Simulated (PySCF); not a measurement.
## Spin-orbit coupling and the fourth ionisation energy along the 3d series

Two-component X2C-1e calculated with PySCF 2.14: MP2 on generalised Hartree-Fock spinors (GMP2), with spin-orbit coupling off and on (screened by Boettger's factors); no Breit or QED terms. Values in eV; the references (NIST) lie between the lowest levels. Elements whose determinants are no pure J levels are left out.

| element | configurations | spin-free | with spin-orbit | shift | reference |
| --- | --- | --- | --- | --- | --- |
| Ti (x2c-TZVPPall-2c, [Ne] frozen) | [Ar] 3d1 → [Ar] | 42.634 | 42.666 | 0.032 | 43.267 |
| Co (x2c-TZVPPall-2c, [Ne] frozen) | [Ar] 3d6 → [Ar] 3d5 | 51.139 | 51.213 | 0.074 | 51.27 ± 0.1 (s) |
| Cu (x2c-TZVPPall-2c, [Ne] frozen) | [Ar] 3d8 → [Ar] 3d7 | 57.387 | 57.363 | -0.025 | 57.38 ± 0.05 (s) |
| Zn (x2c-TZVPPall-2c, [Ne] frozen) | [Ar] 3d9 → [Ar] 3d8 | 59.810 | 59.716 | -0.094 | 59.573 ± 0.019 |

Q: Estimate the missing row, Ni (x2c-TZVPPall-2c, [Ne] frozen).

A: The calculation gives spin-free 54.951; with spin-orbit 54.988; shift 0.037. The reference value is 54.92 ± 0.25 (s).

The largest shift is at Zn, -0.094 eV, where spin-orbit coupling lowers the species with fewer electrons by more than the one with more (starting occupations 3d3/2^4 3d5/2^5 and 3d3/2^4 3d5/2^4).

What remains against the references is mostly the basis and correlation beyond MP2. References marked (s) are semi-empirical, (t) theoretical.
